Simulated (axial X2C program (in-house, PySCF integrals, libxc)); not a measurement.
# Low determinants of TiAs at the PBE0 level, 2c

Calculated with an axial X2C code built on PySCF integrals. Two-component (2c) means X2C with spin–orbit coupling and atomic mean-field two-electron Coulomb and Gaunt terms. Basis: As dyall-cv3z [9s9p6d4f1g], Ti dyall-cv3z [10s10p6d4f2g] (cores contracted in-house); Gaussian nuclei, density fitting, unrestricted open shells. Masses: As 74.922 u, Ti 47.948 u.

Search at 2.291 Å (vertical energies from the lowest determinant):

| ΔE (eV) | state | electrons beyond evenly filled partner blocks | electrons in ±ω = 1/2, 3/2, 5/2, 7/2 |
| --- | --- | --- | --- |
| 0.00 | Ω = 1/2 | ω = 1/2 | 39 14 2 0 |
| 0.03 | Ω = 3/2 | ω = 3/2 | 38 15 2 0 |
| 0.05 | Ω = 5/2 | ω = 5/2 | 38 14 3 0 |
| 0.15 | Ω = 5/2 | ω = -1/2, 2 × ω = 3/2 | 39 14 2 0 |
| 0.18 | Ω = 9/2 | ω = 1/2, ω = 3/2, ω = 5/2 | 39 13 3 0 |
| 0.24 | Ω = 3/2 | ω = 1/2, ω = -3/2, ω = 5/2 | 39 13 3 0 |
| 0.25 | Ω = 7/2 | 2 × ω = 1/2, ω = 5/2 | 38 14 3 0 |

Lowest determinant, Ω = 1/2 (⟨Sz⟩ = 0.50, ⟨Lz⟩ = 0.00 at PBE0): Re = 2.235 Å, ωe = 313.7 cm⁻¹.

The determinant in row 2 of the search, Ω = 3/2 (⟨Sz⟩ = -0.50, ⟨Lz⟩ = 2.00 at PBE0), was followed along the bond at PBE0; measured from the minimum of the lowest determinant it gives:

Te = 0.042 eV (336 cm⁻¹), Re = 2.287 Å, ωe = 302.1 cm⁻¹.

Q: Compare the bond of the determinant in row 2 with that of the lowest one.

A: At PBE0 its Re is 0.052 Å longer and its force constant, which goes as ωe², is 0.93 times that of the lowest determinant. T0 ≈ Te + Δωe/2 = 336 + (-6) = 330 cm⁻¹.

The search compares states at one distance, so a state with another bond length can lie lower; it is not exhaustive and yields mostly the lowest determinant of each block pattern, so other components and higher states of one pattern are missing. These are energies of single determinants, not of spin-adapted states; PBE0 term energies can be off by some tenths of an eV, and the functional has no current term. The lowest determinant need not be the ground state where others lie within half an eV.
